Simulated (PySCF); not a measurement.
**Electronic structure of Kr⁺ (krypton, charge +1) at the UHF level**

Configuration: [Ar] 3d10 4s2 4p5, 2P determinant. Calculation: PySCF 2.14, in x2c-SVPall (5s4p3d, 32 functions); the spin-free X2C one-electron Hamiltonian (Gaussian nucleus).

- Total energy: -2787.203873 hartree
- One-electron energy: -3860.1892 hartree
- Hartree (Coulomb) energy: 1168.1993 hartree
- Exchange energy: -95.2140 hartree
- ⟨S²⟩: 0.7552
- ⟨L²⟩: 2.016
- Sum of ⟨r⟩: 23.59 bohr
- Sum of ⟨r²⟩: 32.11 bohr²
- Traceless quadrupole moment −½Σ⟨3z² − r²⟩ along its main axis: 1.66 e·bohr²
- Langevin diamagnetic susceptibility: -25.4 ×10⁻⁶ cm³/mol
- Time after the integrals: 0.07 s of wall time on 1 thread of Neoverse-V2 (shared host)

```
shell  electrons  mean orbital energy (hartree)  spread (hartree)  rms radius, mean of both spins (bohr)
 1s α          1                     -529.70020                 0                                 0.0478
 1s β          1                     -529.69434                 0                                 0.0478
 2s α          1                      -72.47169                 0                                  0.199
 2s β          1                      -72.46859                 0                                  0.199
 2p α          3                      -63.95553           0.00983                                  0.177
 2p β          3                      -63.94919           0.00406                                  0.177
 3s α          1                      -11.66888                 0                                  0.565
 3s β          1                      -11.65813                 0                                  0.565
 3p α          3                       -8.86429           0.03078                                  0.581
 3p β          3                       -8.84994           0.00269                                  0.581
 3d α          5                       -4.19760           0.02843                                  0.612
 3d β          5                       -4.19024           0.01576                                  0.612
 4s α          1                       -1.63534                 0                                   1.67
 4s β          1                       -1.51544                 0                                   1.67
 4p α          3                       -0.94200           0.07448                                   1.99
 4p β          2                       -0.89195                 0                                   1.99
```

Densities and radii are taken from the X2C orbitals without a picture-change correction, which distorts them close to the nucleus.
